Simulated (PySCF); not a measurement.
AlClGeH3O, B2GeH7N, CH6BGeO (calculated)

All values are calculated (PySCF 2.14.0). Calculation on a computer-drawn molecule: the log of a Hartree-Fock and frozen-core CCSD(T) single point meant for a local Hartree-Fock minimum, with one planted fault or none, to be diagnosed. Offsets are logged minus clean, where the clean run is the same molecule without the fault. The reference is restricted for singlets and unrestricted otherwise, and also for a bond in bohr or an excited solution. Adding or removing an electron swaps singlet and doublet. The excited solution moves the top pair (singlet) or top alpha electron (doublet) to the lowest empty orbital. Highest occupied and lowest empty are orbital energies over both spins, largest force is the largest gradient component, triples share is (T) over the correlation energy, the T1 limit is 0.02 restricted and 0.045 unrestricted, electrons count all cores, a negative frequency is imaginary (commonest isotopes), and the dipole is about the centre of nuclear charge; on germanium a core potential holds 10 electrons, which the energies leave out, and 3d is frozen in MP2 and coupled-cluster steps.

Common to all runs: meant charge 0; meant basis and core potential on germanium cc-pVDZ-PP ECP10MDF; logged SCF converged yes; logged CC converged yes; logged SCF stable within its kind yes; possible faults no fault, one electron removed, one electron added, multiplicity raised by two, geometry at a saddle point, SCF held on an excited solution, minimal basis STO-3G, one bond length entered in bohr, all coordinates scaled.

(1) 
```xyz
7
formula=AlClGeH3O meant_multiplicity=2 meant_basis=cc-pV(D+d)Z logged_electrons=73 logged_basis_functions=98 logged_spin_squared=0.763 logged_highest_occupied=-8.4403 logged_lowest_empty=0.41504 logged_largest_force=3.549e-05 logged_lowest_frequency=101.27 logged_T1_diagnostic=0.013517 logged_D1_diagnostic=0.042753 logged_triples_share=0.022571 logged_dipole_magnitude=0.95665 logged_energy_HF=-1071.53965 logged_energy_CCSD(T)=-1072.05293 planted_fault=no_fault HF_energy_offset_from_clean_run=0 CCSD(T)_energy_offset_from_clean_run=0
O      2.2410    -0.3474     0.9113
Al     0.6226    -0.2209     0.4906
Cl    -0.7531    -1.6460     1.2315
Ge    -0.0848     1.4770    -1.0927
H      2.6788    -0.9806     1.4560
H      0.7805     2.7253    -1.2756
H     -1.5668     1.8527    -1.1549
```

Units: logged_highest_occupied, logged_lowest_empty in eV; logged_largest_force in hartree/bohr; logged_lowest_frequency in cm⁻¹; logged_dipole_magnitude in debye; logged_energy_HF, logged_energy_CCSD(T) in hartree; HF_energy_offset_from_clean_run, CCSD(T)_energy_offset_from_clean_run in kcal/mol.

Drawn bonds:
```tsv
atom	other atom	order
1	2	1
2	3	1
2	4	1
1	5	1
4	6	1
4	7	1
```

(2) 
```xyz
11
formula=B2GeH7N meant_multiplicity=1 meant_basis=cc-pVDZ logged_electrons=56 logged_basis_functions=100 logged_spin_squared=2.0264 logged_highest_occupied=-5.864 logged_lowest_empty=-2.767 logged_largest_force=0.06893 logged_T1_diagnostic=0.028059 logged_D1_diagnostic=0.11835 logged_triples_share=0.032802 logged_dipole_magnitude=1.6701 logged_energy_HF=-401.09261 logged_energy_CCSD(T)=-401.60908
B     -1.3228     0.7165     1.1404
N     -1.5661     0.2163    -0.1740
B     -2.8682    -0.2188    -0.5621
Ge    -0.1100     0.1452    -1.3662
H     -0.2133     1.0729     1.4458
H     -2.2132     0.7836     1.9402
H     -3.0602    -0.6430    -1.6705
H     -3.7738    -0.1607     0.2224
H     -0.6231    -0.3675    -2.7075
H      0.4692     1.5525    -1.5040
H      0.9444    -0.7988    -0.7889
```

Units: logged_highest_occupied, logged_lowest_empty in eV; logged_largest_force in hartree/bohr; logged_dipole_magnitude in debye; logged_energy_HF, logged_energy_CCSD(T) in hartree.

Drawn bonds:
```tsv
atom	other atom	order
1	2	1
2	3	1
2	4	1
1	5	1
1	6	1
3	7	1
3	8	1
4	9	1
4	10	1
4	11	1
```

(3) 
```xyz
10
formula=CH6BGeO meant_multiplicity=2 meant_basis=cc-pVDZ logged_electrons=57 logged_basis_functions=95 logged_spin_squared=3.7788 logged_highest_occupied=-3.3142 logged_lowest_empty=-1.2109 logged_largest_force=0.14486 logged_T1_diagnostic=0.041117 logged_D1_diagnostic=0.24797 logged_triples_share=0.029674 logged_dipole_magnitude=5.2701 logged_energy_HF=-434.05381 logged_energy_CCSD(T)=-434.58674
C      0.8890    -0.9729    -0.6325
B      0.2060    -0.2293     0.5535
O      0.6758     0.9201     1.0893
Ge     2.0941     1.9477     0.7177
H      1.7979    -0.6329    -1.1250
H      0.4827    -1.8935    -1.0397
H     -0.8000    -0.6878     1.0361
H      1.9768     2.4451    -0.7222
H      2.0203     3.0951     1.7152
H      3.3640     1.1190     0.9057
```

Units: logged_highest_occupied, logged_lowest_empty in eV; logged_largest_force in hartree/bohr; logged_dipole_magnitude in debye; logged_energy_HF, logged_energy_CCSD(T) in hartree.

Drawn bonds:
```tsv
atom	other atom	order
1	2	1
2	3	1
3	4	1
1	5	1
1	6	1
2	7	1
4	8	1
4	9	1
4	10	1
```

To be estimated
1. B2GeH7N (entry 2): planted fault?
2. Which fault was planted in the run of CH6BGeO (entry 3)?

Answers
1. multiplicity raised by two
2. multiplicity raised by two

Further results for B2GeH7N (entry 2):

| Item | Value |
| --- | --- |
| HF energy offset from clean run | 143.4 kcal/mol |
| CCSD(T) energy offset from clean run | 137.9 kcal/mol |

Further results for CH6BGeO (entry 3):

| Item | Value |
| --- | --- |
| HF energy offset from clean run | 162.3 kcal/mol |
| CCSD(T) energy offset from clean run | 169.6 kcal/mol |
